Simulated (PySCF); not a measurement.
## Bond curve of ZnN

Set-up: basis Zn x2c-SVPall, N x2c-SVPall; spin-free X2C with a Gaussian nucleus; PySCF 2.14. Energies in eV from Zn + N in their ground configurations at the same level. State: ⁴Σ⁻ (quartet), unpaired electrons σ ↑, π ↑↑.

All columns are PBE0. A positive dipole means Zn(−)N(+).

| R (Å) | E (eV) | μ (D) | Mulliken charge on Zn (basis-dependent) | HOMO (eV) | LUMO (eV) | Mayer bond order | ⟨S²⟩ |
| --- | --- | --- | --- | --- | --- | --- | --- |
| 1.815 | 0.040 | -1.37 | 0.10 | -5.81 | -2.42 | 1.08 | 3.76 |
| 1.900 | -0.134 | -1.39 | 0.11 | -5.89 | -2.41 | 1.00 | 3.76 |
| 1.984 | -0.218 | -1.37 | 0.12 | -5.96 | -2.45 | 0.91 | 3.77 |
| 2.048 | -0.242 | -1.33 | 0.12 | -6.02 | -2.47 | 0.84 | 3.77 |
| 2.111 | -0.246 | -1.28 | 0.12 | -6.08 | -2.49 | 0.78 | 3.77 |
| 2.174 | -0.237 | -1.21 | 0.11 | -6.13 | -2.49 | 0.71 | 3.77 |
| 2.259 | -0.214 | -1.10 | 0.10 | -6.20 | -2.48 | 0.62 | 3.77 |
| 2.364 | -0.180 | -0.95 | 0.09 | -6.28 | -2.46 | 0.52 | 3.77 |
| 2.491 | -0.140 | -0.77 | 0.07 | -6.37 | -2.42 | 0.41 | 3.77 |
| 2.660 | -0.100 | -0.55 | 0.05 | -6.46 | -2.34 | 0.28 | 3.76 |

A fit through these points gives, at Re = 2.094 Å, μ = -1.30 D and dμ/dR = 0.924 D/Å; the reduced mass is 11.49 u.

**Question.** How strong is the fundamental in the double-harmonic approximation, I = 42.26·(dμ/dR)²/μred km/mol?

**Answer.** I = 42.26·(0.924)²/11.49 = 3.14 km/mol at PBE0.

The bond is weak. Basis-set superposition, not corrected here, can be much of De in a small basis, most of all at correlated wavefunction levels. Functionals without a dispersion term scatter widely for such bonds, and LDA overbinds them. The state is the lowest determinant that a PBE0 search found; another state may lie lower at other levels.
